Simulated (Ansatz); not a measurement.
Li7H8⁻. Total charge -1; triplet. Geometry PBE0-D4/def2-TZVPD; atoms count from 1.

Cartesian coordinates in Å:
```
Li -0.830 0.551 -0.068
Li -0.382 -0.675 2.216
Li -1.606 -2.782 1.443
Li -0.969 -1.944 -0.886
Li 1.317 1.712 0.916
Li 2.102 2.455 -1.403
Li 0.727 0.445 -2.187
H 1.888 1.563 -2.901
H -1.412 -0.977 0.668
H -0.852 -0.310 -1.683
H 2.490 2.854 0.262
H -1.040 -2.126 2.971
H 0.435 1.625 -0.748
H -0.230 1.030 1.593
H -1.638 -3.421 -0.193
```

The highest occupied level of the charge -1 triplet lies above zero (up to 0.31 eV). It is a level of α spin, whose loss leaves a doublet; that state wasn't run at this geometry and level. The electron is either unbound and held by the finite basis, or the level is raised by self-interaction error. At PBE0-D4/def2-TZVPD a singlet of charge -1 lies 3.12 eV below the triplet, each at its own geometry. The structure comes from a short search, and lower isomers may exist.

Estimate the Mulliken populations from the PBE0/def2-TZVPD orbitals of Ansatz.


```
atom  charge (e)  spin (α − β)
 Li1        0.74          0.36
 Li2        0.59          0.16
 Li3        0.89          0.00
 Li4        0.59          0.16
 Li5        0.59          0.17
 Li6        0.90          0.00
 Li7        0.59          0.17
  H8       -0.69          0.06
  H9       -0.79          0.21
 H10       -0.77          0.16
 H11       -0.69          0.06
 H12       -0.69          0.06
 H13       -0.78          0.22
 H14       -0.77          0.16
 H15       -0.69          0.06
```
Mulliken values and Mayer orders depend strongly on the basis. With diffuse functions, as here, like atoms can get unlike values, and bond orders can come out too low or too high.

Where does the spin sit?

Summed by element: Li 1.02, H 0.98, of 2 unpaired in all. Largest on single atoms: Li1 0.36, H13 0.22, H9 0.21.
